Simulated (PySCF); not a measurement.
**Computed properties of ClH6NOSi2, SMILES O[Si@H](Cl)N[SiH3]**

ClH₆NOSi₂, SMILES O[Si@@H](N[SiH3])Cl. The structure is a stationary point at r2SCAN-D4/def2-SVP. The structure was generated by enumeration; whether it is a known compound was not checked. Other conformers were not sampled. All values are computed for the isolated molecule unless a solvent is named; none is compared with measurement here.

**Structure.** All 27 harmonic modes at r2SCAN-D4/def2-SVP (PySCF) are real, so it is a minimum. With heavy atoms numbered as in [OH:1][Si@H:2]([Cl:3])[NH:4][SiH3:5], the shortest bond between them is O1–Si2 at 1.652 Å and the longest Si2–Cl3 at 2.081 Å.

**Vibrations.** The strongest infrared lines (harmonic, unscaled, degenerate partners summed) lie at 899 cm⁻¹ (365 km/mol, H 85 %), 839 cm⁻¹ (270 km/mol, H 64 %, Si 18 %, N 17 %), 942 cm⁻¹ (256 km/mol, H 49 %, Si 23 %, N 20 %). The softest mode is at 55 cm⁻¹ and the zero-point energy is 41.9 kcal/mol.

**Electronic structure.** B3LYP/def2-TZVP (PySCF) places the frontier levels at -7.72 and -0.12 eV, a gap of 7.60 eV, and gives a dipole moment of 2.06 D and a mean polarisability of 71.2 bohr³. PBE/def2-TZVP (PySCF) at the same geometry gives -6.57 and -0.70 eV, so its gap is 1.73 eV narrower. An orbital gap is neither the optical nor the fundamental gap.

**Excitations.** TDDFT-ωB97X/def2-SVPD (PySCF) has S1 at 7.07 eV (175 nm, f = 0.013, weak); the most intense of the 10 singlets computed lies at 8.25 eV (f = 0.07). T1 (TDA) is at 6.80 eV. TDDFT-PBE/def2-SVPD (PySCF) puts S1 at 5.85 eV. No vertical singlet excitation falls in the visible range (under 3.1 eV).

**NMR.** GIAO shifts at KT2/pcSseg-1 (PySCF) (non-relativistic, atoms alike by connectivity averaged): ¹H from 0.8 to 5.5 ppm against TMS; ²⁹Si from -55.6 to -18.7 ppm against TMS. Without spin–orbit terms, shifts of atoms bonded to Cl or Br come out too high.
